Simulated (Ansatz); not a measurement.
`B[SiH2][SiH2]O`, relaxed with RKS PBE0-D4/def2-TZVP in the Gaussian-basis code of Ansatz from a PBE-D4/def2-SVP geometry. The force threshold is 0.005 eV/Å; the program also tests the step.

The species carries charge 0 and has multiplicity 1.

Start:

```xyz
11

B     1.431    1.230    1.220
Si   -0.404    0.761    0.619
Si   -0.122   -1.125   -0.815
O    -1.625   -1.634   -1.395
H     2.142    1.954    0.548
H     1.913    0.708    2.208
H    -1.365    0.314    1.690
H    -1.089    1.792   -0.247
H     0.434   -2.297   -0.063
H     0.831   -0.763   -1.930
H    -2.145   -0.940   -1.835
```

Task: How much energy does the relaxation release, and in how many steps? (Best estimate.)

Result: Computed: 4.97 kJ/mol, in 8 steps.

Task: Which bonds change most? (Best estimate.)

Result: Computed: Si3–O4 from 1.689 to 1.653 Å; B1–H5 from 1.217 to 1.195 Å; Si2–Si3 from 2.385 to 2.364 Å; B1–H6 from 1.216 to 1.195 Å.

Task: Give the relaxed structure. (An estimate is asked.)

Result: Ansatz gave: 
```xyz
11

B     1.432    1.223    1.214
Si   -0.404    0.743    0.615
Si   -0.143   -1.123   -0.813
O    -1.593   -1.633   -1.421
H     2.124    1.942    0.555
H     1.908    0.733    2.194
H    -1.332    0.346    1.711
H    -1.066    1.801   -0.205
H     0.406   -2.286   -0.073
H     0.805   -0.762   -1.906
H    -2.136   -0.984   -1.870
```
